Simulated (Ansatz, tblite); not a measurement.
Forces on Zr₂Se₄⁺ at its r2SCAN-D4/def2-SVP geometry. Charge 1, multiplicity 2.

In the def2 sets Zr takes a core potential; there is no spin–orbit coupling. The xTB rows come from tblite. Another isomer (doublet) lies 0.18 eV lower at PBE0-D4/def2-TZVP; other spin states weren't run for this one.

GFN1-xTB (tblite), largest force 1.35 eV/Å:

```xyz
6
positions Å, forces eV/Å
Zr    1.548    0.539   -0.600   -1.136   -0.341    0.576
Zr   -1.532   -0.380    0.746    1.206    0.391   -0.475
Se    3.179   -0.900    0.328    0.552   -0.164    0.012
Se   -0.127   -1.285   -1.172    0.006    0.119    0.114
Se    0.142    1.433    1.301   -0.011   -0.090   -0.077
Se   -3.211    0.592   -0.603   -0.617    0.086   -0.150
```

GFN2-xTB (tblite), largest force 1.92 eV/Å:

```
Zr -0.223 1.323 -1.309
Zr 0.302 -1.228 1.447
Se 0.969 -0.921 0.801
Se -0.089 -0.809 -0.733
Se 0.072 0.790 0.727
Se -1.031 0.845 -0.933
```

PBE-D4/def2-TZVP (Ansatz), largest force 0.20 eV/Å:

```
Zr -0.071 0.102 -0.110
Zr 0.102 -0.117 0.121
Se 0.045 -0.074 0.072
Se -0.010 -0.050 -0.045
Se 0.004 0.059 0.058
Se -0.069 0.080 -0.095
```
